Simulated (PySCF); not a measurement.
**Zinc: a sound run and one with changed settings**

Sound run: Zn [Ar] 3d10 4s2, Zn⁺ [Ar] 3d10 4s1. All numbers are calculated (PySCF 2.14, no relativity, point nucleus, in def2-SVP (5s3p2d1f, 31 functions)). In the sound run the correlated levels freeze [Ar]. The sound run starts from symmetry-adapted Hartree-Fock orbitals and uses a fine grid where one is needed.

Changed run: all electrons correlated in a basis built for the valence shell.

```tsv
species	method	sound run (hartree)	changed run (hartree)	converged
Zn	MP2	-1777.84874	-1777.91526	yes
Zn⁺	MP2	-1777.54381	-1777.60998	yes
```

Ionisation energy of Zn:

| method | sound run (eV) | changed run (eV) |
| --- | --- | --- |
| UHF | 7.520 | 7.520 |
| MP2 | 8.298 | 8.307 |
| SCS-MP2 | 8.360 | 8.367 |

A valence basis has no tight correlating functions, so it recovers only part of the core correlation, and not evenly between atom and ion.

For comparison, NIST gives 9.394 eV between the lowest levels.
